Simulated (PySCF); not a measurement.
Molecule: C2H8SSeSi, SMILES CSC[SiH2][SeH]. Atoms near the plane z = 0.8 Å, at the GFN2-xTB optimised geometry (x, y, z in Å): S2 (1.7, 0.5, 0.9), C3 (0.9, -0.9, 0.0), Si4 (-1.0, -0.9, 0.0), Se5 (-1.7, 1.3, 0.0), H10 (1.3, -1.8, 0.4), H12 (-1.5, -1.5, 1.2), H13 (-0.4, 1.8, 0.2).

Level of theory: CAM-B3LYP/def2-TZVP in PySCF. Cells within 0.4 Å of a nucleus heavier than hydrogen are left out (blank, or x). The values are rescaled to run from 0 to 1.

```
|22222222222222222222222222222|
|22222222222222222222222222222|
|22222222222222222222222222222|
|22222222222222222222222222222|
|22222222222222222222222222222|
|22222222222222222222222222222|
|22222222222222222222222222222|
|22222222222222222222222222222|
|22222222222222222222222222222|
|22222222332222222222222222222|
|22222222332322222210112222222|
|22222222222222222209x90222222|
|2222222222222222229xxx2222222|
|2222222222222222325xxx0222222|
|22222222222222223217931222222|
|22222222222222233321122222222|
|22222222222322233333332222222|
|22222222222322233333322222222|
|22222222211222233333322222222|
|22222222101222223323322222222|
|22222222212222223322322222222|
|22222222222222222233222222222|
|22222222222222222222222222222|
|22222222222222222222222222222|
|22222222222222222222222222222|
|22222222222222222222222222222|
|22222222222222222222222222222|
|22222222222222222222222222222|
|22222222222222222222222222222|
```
Scale: ten equal steps from 0.000 (start of '0') to 1.00 (end of '9'), in the order '0123456789'; x runs from -4.00 to 4.00, y from -4.00 (bottom) to 4.00 (top).

Problem. Which quantity is mapped?
A. log10 of the electron density
B. electron localisation function
C. Laplacian of the electron density
D. deformation density (molecule minus spherical neutral atoms)

Solution. C, Laplacian of the electron density. In full: Laplacian of the electron density (e/bohr⁵), clipped to [-1.50, 1.50].
